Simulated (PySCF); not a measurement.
A run for PySCF: U-HF/LANL2DZ on FHOSe (SMILES O[Se]F), a point of a bond scan (R = 4.073 Å).

```python
from pyscf import gto, scf, dft, mp
from pyscf.data.elements import chemcore

mol = gto.M(
    atom='''
    Se    0.08590456    0.00792344    0.39476160
    F    -0.13844963    3.06383031   -2.28859154
    O    -0.20677654   -1.35411437   -0.70776950
    H    -1.16177610   -1.46568956   -0.81251515
    ''',
    basis='lanl2dz',
    ecp={'Se': 'lanl2dz'},
    charge=0, spin=0, verbose=3, max_memory=1800)
mf = scf.UHF(mol)
mf.conv_tol = 1e-8
mf.max_cycle = 100
mf.init_guess_breaksym = True
mf.kernel()
if not mf.converged:
    mf = mf.newton().run(mf.mo_coeff, mf.mo_occ)
for _ in range(4):
    mo, _, stable, _ = mf.stability(return_status=True)
    if stable:
        break
    mf.kernel(mf.make_rdm1(mo, mf.mo_occ))
```

The log:

```
converged SCF energy = -183.601432329708  <S^2> = 8.2642728e-06  2S+1 = 1.0000165
<class 'pyscf.scf.uhf.UHF'> wavefunction has an internal instability
converged SCF energy = -183.797359535561  <S^2> = 1.0046653  2S+1 = 2.2402368
<class 'pyscf.scf.uhf.UHF'> wavefunction has an internal instability
converged SCF energy = -183.797665971211  <S^2> = 1.0052509  2S+1 = 2.2407596
<class 'pyscf.scf.uhf.UHF'> wavefunction is stable in the internal stability analysis
```

The calculation finished and met its thresholds. Its determinant has ⟨S²⟩ = 1.01, a mixture of spin states.

Cost: roughly 2.9 core-seconds.
